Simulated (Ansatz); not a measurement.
A nudged elastic band was laid between two geometries of AlBH₅NS (9 atoms, charge 0, multiplicity 1).

These are results of Ansatz, RKS B3LYP-D4/def2-SVP, not measurements.

- movable images: 9
- climbing image: yes
- spring: 5.0 eV/Å²
- optimiser: quadratic models (default)
- start path: IDPP
- force threshold: 0.03 eV/Å
- iteration limit: 60
- end points: relaxed

First end point:

```xyz
9
Properties=species:S:1:pos:R:3
B -1.790 0.888 0.043
S -0.999 0.416 1.579
Al 0.938 -0.450 0.892
N 1.284 -0.664 -0.827
H -2.881 1.389 0.124
H -1.270 0.725 -1.033
H 1.988 -0.879 1.984
H 2.152 -1.051 -1.185
H 0.665 -0.421 -1.594
```

Last end point:

```xyz
9
Properties=species:S:1:pos:R:3
B -1.791 0.884 0.043
S -1.017 0.382 1.577
Al 0.935 -0.456 0.893
N 1.288 -0.656 -0.827
H -1.256 0.750 -1.030
H -2.886 1.377 0.121
H 1.986 -0.880 1.985
H 2.162 -1.030 -1.185
H 0.668 -0.416 -1.594
```

Problem. Which bonds break or form, and what moves?

Solution. No bond is made or broken. The dihedral H6–B1–S2–Al3 goes from -1 to 180°. The two ends are copies of one structure, up to a mirror image or an exchange of like atoms.

Problem. What energy profile does the band end with?

Solution. The forces met the threshold. The highest image is number 5 of 0 to 10, 41.2 kJ/mol above the ends, which have the same energy within 2 meV. A vibrational analysis at the climbing image gives one clearly imaginary mode, 358i cm⁻¹: a first-order saddle point.

```
image  path coordinate (Å)  energy (kJ/mol)  dihedral H6–B1–S2–Al3 (°)
    0                 0.00              0.0                         -1
    1                 0.52              0.0                          2
    2                 1.04              4.8                         21
    3                 1.55             17.9                         44
    4                 2.07             33.6                         68
    5                 2.59             41.2                         93
    6                 3.10             33.7                        117
    7                 3.60             18.0                        141
    8                 4.11              5.1                        162
    9                 4.61              0.4                        177
   10                 5.12              0.0                        180
```

Problem. What is the geometry of the highest image?

Solution. 
```xyz
9
Properties=species:S:1:pos:R:3
B -1.900 0.079 -0.244
S -1.288 -0.796 1.233
Al 0.861 -0.427 0.967
N 1.465 0.245 -0.556
H -2.162 1.254 -0.180
H -2.074 -0.525 -1.274
H 1.823 -0.779 2.157
H 2.439 0.483 -0.721
H 0.925 0.420 -1.398
```

Problem. What are the harmonic wavenumbers there?

Solution. 358i, 11, 103, 205, 302, 433, 461, 494, 565, 728, 770, 820, 833, 985, 1211, 1532, 1987, 2563, 2666, 3566, 3651 cm⁻¹.

Time of the run: 2.5 min on 1 thread of AMD EPYC 9R45 96-Core Processor (Zen 5), on a shared host, peak memory 0.2 GiB.
